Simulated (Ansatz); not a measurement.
Geometry optimisation, Ansatz, RHF/def2-SVP.

Input:

```yaml
crystal:
  periodic: [false, false, false]
  atoms:
    - { symbol: W, position_ang: [-0.339193, 0.446949, -0.065899] }
    - { symbol: H, position_ang: [0.84451, 0.385406, 2.615459] }
    - { symbol: H, position_ang: [1.225788, -0.835026, -1.171733] }
    - { symbol: H, position_ang: [-1.467524, 1.239906, 0.919402] }
    - { symbol: F, position_ang: [-1.521393, -0.193182, -1.321433] }
    - { symbol: H, position_ang: [-0.280049, -0.903473, 0.92308] }
    - { symbol: H, position_ang: [1.159815, -0.283235, -1.687584] }
    - { symbol: F, position_ang: [1.114734, 1.517127, 0.335565] }
    - { symbol: H, position_ang: [1.291311, 0.873628, 2.360044] }
basis:
  gaussian: { orbitals: def2-SVP }
hamiltonian:
  xc: hf
relax:
  f_tol: 0.03
  max_steps: 50
output:
  orbitals: {}
```

Run as:

```bash
$ ansatz run input.yaml --threads 2 --pin off --max-ram 3072MiB --backend cpu --events-out ev --progress --plain --runs-dir out
```

Problem. Where does it end, and by what steps?

Solution. The forces met the threshold. The force dipped under the threshold on the way, but the program's further checks kept it going. After 9 steps the energy has fallen by 0.276 eV; H2 moved furthest, 1.29 Å.

```
step  energy less start (eV)  largest force component (eV/Å)  accepted
   0                  0.0000                           1.046       yes
   1                 -0.1496                           0.162       yes
   2                 -0.2092                           0.214       yes
   3                 -0.2507                           0.092       yes
   4                 -0.2669                           0.024       yes
   5                 -0.2722                           0.049       yes
   6                 -0.2746                           0.032       yes
   7                 -0.2756                           0.010       yes
   8                 -0.2760                           0.014       yes
   9                 -0.2761                           0.021       yes
```

```xyz
9
Properties=species:S:1:pos:R:3
W -0.459 0.422 -0.413
H 1.215 0.514 3.841
H 1.095 -0.900 -1.564
H -1.571 1.214 0.575
F -1.664 -0.287 -1.611
H -0.275 -0.849 0.664
H 1.032 -0.342 -2.072
F 1.005 1.463 -0.007
H 1.650 1.014 3.496
```

Whether the end is a true minimum wasn't checked by a vibrational analysis.

Time of the run: 9.6 s on 2 threads of Arm Neoverse V2 (shared host), peak memory 0.16 GiB.
